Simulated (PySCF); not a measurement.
Ligands exchanged one at a time, Al H-OH. Gas-phase values, no solvent. One relaxed conformer stands for each flexible species; it need not be the lowest. Strings in code marks are SMILES.

The four lowest singlet excitations (Tamm–Dancoff). The numbers are results of TPSSh-D3(BJ)/def2-TZVP in PySCF, not measurements. Excitations are Tamm–Dancoff values on a coarser integration grid. The basis has no diffuse functions, so Rydberg states are missing or too high.

```csv
state,energy (eV),wavelength (nm),oscillator strength
S1,7.04,176,0.000
S2,7.22,172,0.016
S3,7.34,169,0.000
S4,7.58,164,0.051
```

Q: Say which member gives these states.
(A) `[OH][Al]([OH])[OH]`
(B) `[OH][AlH2]`
(C) `[OH][AlH][OH]` (H–O–Al–O torsion 0°, O–Al–O–H torsion 1°)

A: C, `[OH][AlH][OH]` (H–O–Al–O torsion 0°, O–Al–O–H torsion 1°)
